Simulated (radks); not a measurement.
The numbers below are computed, except where a source is named.
Ionisation of the sulfur ion S+, [Ne] 3s2 3p3, to S2+, [Ne] 3s2 3p2, under several functionals. Scalar-relativistic Kohn-Sham, spin-polarised, spherical densities, point nucleus; open shells are filled with parallel spins first; a radial shooting solver on a logarithmic mesh with Libxc functionals.

functional                                      E(S+) (hartree)  Exc (hartree)  IE (eV)  -e(HOMO) (eV)  <r> HOMO (bohr)  IE error (eV)
BLYP                                                 -398.88185      -25.43470   23.066         17.575            1.872         -0.272
exchange-only B88                                    -398.29302      -24.83253   22.623         17.204            1.882         -0.715
Wu-Cohen GGA                                         -398.43846      -24.98173   23.351         17.890            1.870         +0.013
BP86                                                 -398.90781      -25.46256   23.390         17.925            1.870         +0.052
LDA (Slater exchange, Perdew-Wang correlation)       -397.47244      -23.98049   23.327         17.871            1.871         -0.010
exchange-only LDA                                    -396.31580      -22.79587   22.330         16.938            1.889         -1.008
OLYP                                                 -398.89602      -25.47433   23.315         17.816            1.862         -0.022
PBEsol                                               -398.06105      -24.58993   23.307         17.850            1.872         -0.031

NIST Atomic Spectra Database: 23.338 eV (measured). Closest: LDA (Slater exchange, Perdew-Wang correlation). The Delta-SCF values span 1.06 eV, the total energies 2.59 hartree. The highest occupied level is 3p. Open shells are spherical and high-spin; term and fine-structure splittings are not resolved.
